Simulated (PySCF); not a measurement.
# Telling isomers of C$_{8}$H$_{9}$FOSi apart by NMR

Calculated, not measured (PySCF): geometry: GFN2-xTB, PBE0/pcSseg-1 with gauge-including orbitals. Isolated molecule, equivalent nuclei averaged, single conformer, no relativistic terms.

Referencing at the same level of theory: TMS for 1H and 13C. Splittings of carbon signals by F and P are missing where no couplings were computed. Where no couplings were computed, multiplicities follow the n + 1 count of equivalent neighbours, and m marks all less simple cases (inequivalent or close neighbours, rings, F or P nearby). Shifts are as computed. Against solution values, carbons near 30 ppm lie about +3 ppm off and those near 130 ppm about +5 ppm. Of 1309 compounds with measured shifts, 239 miss one by over three times the rms of a fit or turn the order of signals round; such compounds aren't used in these exercises.

(1) Tabulate the signals of `C=Cc1cccc(F)c1O[SiH3]`, `Cc1ccc([SiH3])c(C(=O)F)c1` and their relative energies.

(2) What is the quickest way to tell C=Cc1cccc(F)c1O[SiH3] from Cc1ccc([SiH3])c(C(=O)F)c1?

Results:

(1) 
| SMILES | carbon types | δC | δH | E rel. (kcal/mol) |
| --- | --- | --- | --- | --- |
| C=Cc1cccc(F)c1O[SiH3] | 3×C 4×CH 1×CH2 | 162.7, 146.2, 136.6, 134.8, 125.4, 124.4, 121.2, 118.5 | 7.81 (d, 1H), 7.56 (m, 1H), 7.26 (m, 1H), 7.14 (m, 1H), 6.17 (m, 1H), 5.74 (m, 1H), 5.31 (s, 3H) | 17.6 |
| Cc1ccc([SiH3])c(C(=O)F)c1 | 4×C 3×CH 1×CH3 | 170.7, 148.1, 146.5, 143.3, 141.3, 138.5, 133.3, 23.9 | 8.37 (m, 1H), 8.17 (d, 1H), 7.83 (d, 1H), 4.69 (s, 3H), 2.62 (s, 3H) | 0.0 |

Energies are electronic energies at PBE0/pcSseg-1 on these geometries, without zero-point or thermal terms, each for the one conformer computed, which needn't be the lowest.

(2) Both give the same number of carbon signals, but DEPT or the intensities differ. The first has a terminal =CH2 carbon at 118.5 ppm, the second a methyl carbon on an aromatic ring (CH3) at 23.9 ppm. Their most deshielded carbons lie at 162.7 and 170.7 ppm. In the proton spectra the most deshielded non-exchanging signals are 7.81 (d, 1H) and 8.37 (m, 1H).
